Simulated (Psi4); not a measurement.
Input for Psi4: SAPT0/jun-cc-pV(D+d)Z on C2H6O (a complex), monomers drawn apart or pushed together.

```
memory 2025 MB

molecule dimer {
0 1
O     0.13675347    0.07344211   -0.50661807
H    -0.67679926    0.52212721   -0.75763626
H     0.11647602    0.04017528    0.45891257
--
0 1
C    -0.32513171   -0.59536560    3.18539776
C     0.30319469    0.57202369    3.23560144
H    -1.40462183   -0.66420705    3.24721297
H     0.21465187   -1.52917398    3.08434333
H     1.38281255    0.64123194    3.17778095
H    -0.23692705    1.50533692    3.34038624
units angstrom
symmetry c1
no_reorient
no_com
}

set {
  basis jun-cc-pV(D+d)Z
  scf_type df
  freeze_core true
}

energy('sapt0')
```

The log:

```
[...]
==> Input File <==

--------------------------------------------------------------------------
memory 2025 MB

molecule dimer {
0 1
O     0.13675347    0.07344211   -0.50661807
H    -0.67679926    0.52212721   -0.75763626
H     0.11647602    0.04017528    0.45891257
--
0 1
C    -0.32513171   -0.59536560    3.18539776
C     0.30319469    0.57202369    3.23560144
H    -1.40462183   -0.66420705    3.24721297
H     0.21465187   -1.52917398    3.08434333
H     1.38281255    0.64123194    3.17778095
H    -0.23692705    1.50533692    3.34038624
units angstrom
symmetry c1
no_reorient
no_com
}

set {
  basis jun-cc-pV(D+d)Z
  scf_type df
  freeze_core true
}

energy('sapt0')
--------------------------------------------------------------------------


   => Loading Basis Set <=

    Name: JUN-CC-PV(D+D)Z
    Role: ORBITAL
    Keyword: BASIS
    atoms 1        entry O          line   256 file jun-cc-pv_dpd_z.gbs
    atoms 2-3, 6-9 entry H          line    60 file jun-cc-pv_dpd_z.gbs
    atoms 4-5      entry C          line   188 file jun-cc-pv_dpd_z.gbs

   => Loading Basis Set <=

    Name: JUN-CC-PV(D+D)Z
    Role: ORBITAL
    Keyword: BASIS
    atoms 1        entry O          line   256 file jun-cc-pv_dpd_z.gbs
    atoms 2-3, 6-9 entry H          line    60 file jun-cc-pv_dpd_z.gbs
    atoms 4-5      entry C          line   188 file jun-cc-pv_dpd_z.gbs


  //>>>>>>>>>>>>>>>>>>>>>>>>>>>>>>>>>>>//
  //              Dimer HF             //
  //<<<<<<<<<<<<<<<<<<<<<<<<<<<<<<<<<<<//

   => Libint2 <=

    Primary   basis highest AM E, G, H:  7, 6, 3
    Auxiliary basis highest AM E, G, H:  7, 7, 4
    Onebody   basis highest AM E, G, H:  -, -, -
    Solid Harmonics ordering:            Gaussian


   => Loading Basis Set <=

    Name: JUN-CC-PV(D+D)Z
    Role: ORBITAL
    Keyword: BASIS
    atoms 1        entry O          line   256 file jun-cc-pv_dpd_z.gbs
    atoms 2-3, 6-9 entry H          line    60 file jun-cc-pv_dpd_z.gbs
    atoms 4-5      entry C          line   188 file jun-cc-pv_dpd_z.gbs


         ---------------------------------------------------------
                                   SCF
               by Justin Turney, Rob Parrish, Andy Simmonett
                          and Daniel G. A. Smith
                              RHF Reference
                        1 Threads,   1931 MiB Core
         ---------------------------------------------------------

  ==> Geometry <==

    Molecular point group: c1
    Full point group: C1

    Geometry (in Angstrom), charge = 0, multiplicity = 1:

       Center              X                  Y                   Z               Mass
    ------------   -----------------  -----------------  -----------------  -----------------
         O            0.136753470000     0.073442110000    -0.506618070000    15.994914619570
         H           -0.676799260000     0.522127210000    -0.757636260000     1.007825032230
         H            0.116476020000     0.040175280000     0.458912570000     1.007825032230
         C           -0.325131710000    -0.595365600000     3.185397760000    12.000000000000
         C            0.303194690000     0.572023690000     3.235601440000    12.000000000000
         H           -1.404621830000    -0.664207050000     3.247212970000     1.007825032230
         H            0.214651870000    -1.529173980000     3.084343330000     1.007825032230
         H            1.382812550000     0.641231940000     3.177780950000     1.007825032230
         H           -0.236927050000     1.505336920000     3.340386240000     1.007825032230

  Running in c1 symmetry.

  Rotational constants: A =      0.79545  B =      0.05654  C =      0.05422 [cm^-1]
  Rotational constants: A =  23847.10518  B =   1694.91105  C =   1625.56423 [MHz]
  Nuclear repulsion =   65.169856440071484

  Charge       = 0
  Multiplicity = 1
  Electrons    = 26
  Nalpha       = 13
  Nbeta        = 13

  ==> Algorithm <==

  SCF Algorithm Type is DF.
  DIIS enabled.
  MOM disabled.
  Fractional occupation disabled.
  Guess Type is SAD.
  Energy threshold   = 1.00e-08
  Density threshold  = 1.00e-08
  Integral threshold = 1.00e-12

  ==> Primary Basis <==

  Basis Set: JUN-CC-PV(D+D)Z
    Blend: JUN-CC-PV(D+D)Z
    Number of shells: 42
    Number of basis functions: 84
    Number of Cartesian functions: 87
    Spherical Harmonics?: true
    Max angular momentum: 2

   => Loading Basis Set <=

    Name: (JUN-CC-PV(D+D)Z AUX)
    Role: JKFIT
    Keyword: DF_BASIS_SCF
    atoms 1        entry O          line   258 file jun-cc-pvdz-jkfit.gbs
    atoms 2-3, 6-9 entry H          line    70 file jun-cc-pvdz-jkfit.gbs
    atoms 4-5      entry C          line   146 file jun-cc-pvdz-jkfit.gbs

  ==> Integral Setup <==

  DFHelper Memory: AOs need 0.022 GiB; user supplied 1.414 GiB.
  SCF_SUBTYPE=INCORE selected. In-core MEM_DF algorithm will be used.
  Using in-core AOs.

  ==> MemDFJK: Density-Fitted J/K Matrices <==

    J tasked:                   Yes
    K tasked:                 
[...]

      84A     33.518851

    Final Occupation by Irrep:
              A
    DOCC [     8 ]
    NA   [     8 ]
    NB   [     8 ]

  @DF-RHF Final Energy:   -78.04193234949859

   => Energetics <=

    Nuclear Repulsion Energy =             33.4527674096671177
    One-Electron Energy =                -170.1379782818443118
    Two-Electron Energy =                  58.6432785226786208
    Total Energy =                        -78.0419323494985804

Computation Completed


Properties will be evaluated at   0.000000,   0.000000,   0.000000 [a0]

Properties computed using the SCF density matrix


 Multipole Moments:

 ------------------------------------------------------------------------------------
     Multipole            Electronic (a.u.)      Nuclear  (a.u.)        Total (a.u.)
 ------------------------------------------------------------------------------------

 L = 1.  Multiply by 2.5417464519 to convert [e a0] to [Debye]
 Dipole X            :          0.3317158           -0.3320373           -0.0003215
 Dipole Y            :          0.3532067           -0.3531211            0.0000857
 Dipole Z            :        -97.0839332           97.0860378            0.0021046
 Magnitude           :                                                    0.0021308

 ------------------------------------------------------------------------------------

  Constructing Basis Sets for SAPT...

   => Loading Basis Set <=

    Name: (JUN-CC-PV(D+D)Z AUX)
    Role: RIFIT
    Keyword: DF_BASIS_SAPT
    atoms 1        entry O          line   188 file jun-cc-pvdz-ri.gbs
    atoms 2-3, 6-9 entry H          line    30 file jun-cc-pvdz-ri.gbs
    atoms 4-5      entry C          line   100 file jun-cc-pvdz-ri.gbs

   => Loading Basis Set <=

    Name: (JUN-CC-PV(D+D)Z AUX)
    Role: JKFIT
    Keyword: DF_BASIS_ELST
    atoms 1        entry O          line   258 file jun-cc-pvdz-jkfit.gbs
    atoms 2-3, 6-9 entry H          line    70 file jun-cc-pvdz-jkfit.gbs
    atoms 4-5      entry C          line   146 file jun-cc-pvdz-jkfit.gbs


  //>>>>>>>>>>>>>>>>>>>>>>>>>>>>>>>>>>>//
  //               SAPT0               //
  //<<<<<<<<<<<<<<<<<<<<<<<<<<<<<<<<<<<//



        SAPT0
    Ed Hohenstein
     6 June 2009

      Orbital Information
  --------------------------
    NSO        =        84
    NMO        =        84
    NRI        =       279
    NRI (Elst) =       375
    NOCC A     =         5
    NOCC B     =         8
    FOCC A     =         1
    FOCC B     =         2
    NVIR A     =        79
    NVIR B     =        76

    Elst10,r            =    -0.003824099417 [Eh]
    Exch10              =     0.002689466373 [Eh]
    Exch10 (S^2)        =     0.002682705632 [Eh]

    Maxiter = 50
    CPHF R converge = 1.000000E-08

    Iter     Energy [mEh]          dE [mEh]         Residual      Time [s]
       1      -0.09042312       0.090423116     1.572566e-03             0
       2      -0.10607363       0.015650516     6.603598e-04             0
       3      -0.10856821       0.002494577     1.834593e-04             0
       4      -0.10809381      -0.000474400     4.922938e-05             0
       5      -0.10794329      -0.000150515     6.580086e-06             0
       6      -0.10797383       0.000030542     1.231990e-06             0
       7      -0.10797057      -0.000003260     2.338369e-07             0
       8      -0.10797065       0.000000073     5.644697e-08             0
       9      -0.10797072       0.000000073     1.094460e-08             0
      10      -0.10797070      -0.000000018     1.433201e-09             0

    CHF Iterations converged

    Maxiter = 50
    CPHF R converge = 1.000000E-08

    Iter     Energy [mEh]          dE [mEh]         Residual      Time [s]
       1      -1.03640564       1.036405640     5.269733e-03             0
       2      -1.30009677       0.263691129     1.568223e-03             0
       3      -1.32215242       0.022055651     3.354254e-04             0
       4      -1.31683731      -0.005315114     9.630815e-05             0
       5      -1.31593317      -0.000904136     1.853886e-05             0
       6      -1.31622377       0.000290599     2.791949e-06             0
       7      -1.31619886      -0.000024910     5.166149e-07             0
       8      -1.31620082       0.000001960     1.392804e-07             0
       9      -1.31620112       0.000000302     4.941970e-08             0
      10      -1.31620099      -0.000000133     1.084976e-08             0
      11      -1.31620098      -0.000000009     2.340244e-09             0

    CHF Iterations converged

    Ind20,r (A<-B)      =    -0.000107970703 [Eh]
    Ind20,r (B<-A)      =    -0.001316200979 [Eh]
    Ind20,r             =    -0.001424171682 [Eh]
    Exch-Ind20,r (A<-B) =     0.000053587032 [Eh]
    Exch-Ind20,r (B<-A) =     0.000801655624 [Eh]
    Exch-Ind20,r        =     0.000855242656 [Eh]
    Disp20              =    -0.001379122200 [Eh]
    Disp20 (SS)         =    -0.000689561100 [Eh]
    Disp20 (OS)         =    -0.000689561100 [Eh]
    Exch-Disp20         =     0.000179637564 [Eh]
    Exch-Disp20 (SS)    =     0.000108007291 [Eh]
    Exch-Disp20 (OS)    =     0.000071630273 [Eh]

    SAPT Results
  --------------------------------------------------------------------------------------------------------
    Electrostatics                 -3.82409942 [mEh]      -2.39965861 [kcal/mol]     -10.04017164 [kJ/mol]
      Elst10,r                     -3.82409942 [mEh]      -2.39965861 [kcal/mol]     -10.04017164 [kJ/mol]

    Exchange                        2.68946637 [mEh]       1.68766563 [kcal/mol]       7.06119299 [kJ/mol]
      Exch10                        2.68946637 [mEh]       1.68766563 [kcal/mol]       7.06119299 [kJ/mol]
      Exch10(S^2)                   2.68270563 [mEh]       1.68342320 [kcal/mol]       7.04344267 [kJ/mol]

    Induction                      -0.88003181 [mEh]      -0.55222830 [kcal/mol]      -2.31052319 [kJ/mol]
      Ind20,r                      -1.42417168 [mEh]      -0.89368122 [kcal/mol]      -3.73916224 [kJ/mol]
      Exch-Ind20,r                  0.85524266 [mEh]       0.53667287 [kcal/mol]       2.24543929 [kJ/mol]
      delta HF,r (2)               -0.31110278 [mEh]      -0.19521994 [kcal/mol]      -0.81680024 [kJ/mol]

    Dispersion                     -1.19948464 [mEh]      -0.75268797 [kcal/mol]      -3.14924648 [kJ/mol]
      Disp20                       -1.37912220 [mEh]      -0.86541225 [kcal/mol]      -3.62088484 [kJ/mol]
      Exch-Disp20                   0.17963756 [mEh]       0.11272427 [kcal/mol]       0.47163836 [kJ/mol]
      Disp20 (SS)                  -0.68956110 [mEh]      -0.43270612 [kcal/mol]      -1.81044242 [kJ/mol]
      Disp20 (OS)                  -0.68956110 [mEh]      -0.43270612 [kcal/mol]      -1.81044242 [kJ/mol]
      Exch-Disp20 (SS)              0.10800729 [mEh]       0.06777560 [kcal/mol]       0.28357310 [kJ/mol]
      Exch-Disp20 (OS)              0.07163027 [mEh]       0.04494868 [kcal/mol]       0.18806526 [kJ/mol]

  Total HF                         -2.01466485 [mEh]      -1.26422128 [kcal/mol]      -5.28950184 [kJ/mol]
  Total SAPT0                      -3.21414949 [mEh]      -2.01690925 [kcal/mol]      -8.43874831 [kJ/mol]

  Special recipe for scaled SAPT0 (see Manual):
    Electrostatics sSAPT0          -3.82409942 [mEh]      -2.39965861 [kcal/mol]     -10.04017164 [kJ/mol]
    Exchange sSAPT0                 2.68946637 [mEh]       1.68766563 [kcal/mol]       7.06119299 [kJ/mol]
    Induction sSAPT0               -0.87354956 [mEh]      -0.54816062 [kcal/mol]      -2.29350404 [kJ/mol]
    Dispersion sSAPT0              -1.19812309 [mEh]      -0.75183359 [kcal/mol]      -3.14567173 [kJ/mol]
  Total sSAPT0                     -3.20630568 [mEh]      -2.01198719 [kcal/mol]      -8.41815441 [kJ/mol]
  --------------------------------------------------------------------------------------------------------



*** Psi4 exiting successfully. Buy a developer a beer!
```

The run finished.

Cost: about 5 core-seconds (a rough figure).
